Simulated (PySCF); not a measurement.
One reaction down a group: F, Cl, Br, I

The same gas-phase reaction for F, Cl, Br, I:
- 2 Ca + F₂ → 2 CaF
- 2 Ca + Cl₂ → 2 CaCl
- 2 Ca + Br₂ → 2 CaBr
- 2 Ca + I₂ → 2 CaI

Method: PySCF energies plus ideal-gas RRHO corrections (1 bar). † marks an energy on the PBE0/def2-TZVP geometry and frequencies; other levels use their own. CCSD(T) freezes the core. Open shells (unrestricted): CaF (multiplicity 2), CaCl (multiplicity 2), CaBr (multiplicity 2), CaI (multiplicity 2); the rest are closed-shell singlets. B3LYP is the form with VWN-RPA correlation. For Ca the outer core is correlated in a valence basis, which is rough. I: scalar-relativistic def2 core potential, no spin-orbit coupling. Br: all electrons, no relativistic terms. CCSD(T) isn't extrapolated to the basis-set limit. The harmonic model lacks anharmonicity and excited electronic states, which grow with temperature; levels with a mode under 35 cm⁻¹ are left out.

ΔH°(298 K) in kJ, by level:

```tsv
level	F	Cl	Br	I
ωB97M-V/def2-TZVP†	-882.6	-552.6	-492.4	-391.3
BLYP/def2-TZVP†	-912.1	-566.8	-496.1	-391.2
PBE/def2-SVP	-929.6	-618.5	-527.1	-426.7
r2SCAN/def2-TZVP†	-985.5	-656.3	-592.1	-486.8
HF/def2-TZVP†	-929.2	-620.3	-566.9	-468.0
B3LYP/def2-TZVP†	-917.4	-576.7	-509.8	-404.7
CCSD(T)/def2-TZVPP†	-833.3	-524.6	-467.5	-369.4
```

At ωB97M-V/def2-TZVP†, ΔH° rises from F to I, over a range of 491.3 kJ; the steps are +330.0, +60.2, +101.1 kJ. 7 of the 7 levels shown give the same order. The levels scatter most for F (152.2 kJ between the highest and the lowest) and least for I (117.4 kJ). ΔS°(298 K) runs from -53.8 to -48.0 J/K, so TΔS° at 298 K spreads over 1.7 kJ among the members, against 491.3 kJ for ΔH°.

Free energies at ωB97M-V/def2-TZVP†:

| member | ΔS°(298 K), J/K | ΔG°(298 K), kJ | ΔG°(1800 K), kJ | ΔG° changes sign |
|---|---|---|---|---|
| F | -53.8 | -867 | -780 | none from 298 to 2500 K |
| Cl | -49.8 | -538 | -456 | none from 298 to 2500 K |
| Br | -49.0 | -478 | -397 | none from 298 to 2500 K |
| I | -48.0 | -377 | -297 | none from 298 to 2500 K |

The NASA 1993 table, where it holds all species, gives ΔH°(298 K) = -900 kJ for F, -565 kJ for Cl, -485 kJ for Br, -428 kJ for I; its entries are part measured, part old estimates, and weren't checked at source. After a fit of one offset per element over all species, the range-separated, M06-2X, PBE0/def2-QZVP and CCSD(T)/def2-TZVPP enthalpies, where run, lie to one side of the table for I₂ (+16 kJ/mol), CaI (+16 kJ/mol): a fault of the table's entry, another state or a shared error of the levels is possible; this was not checked at source.
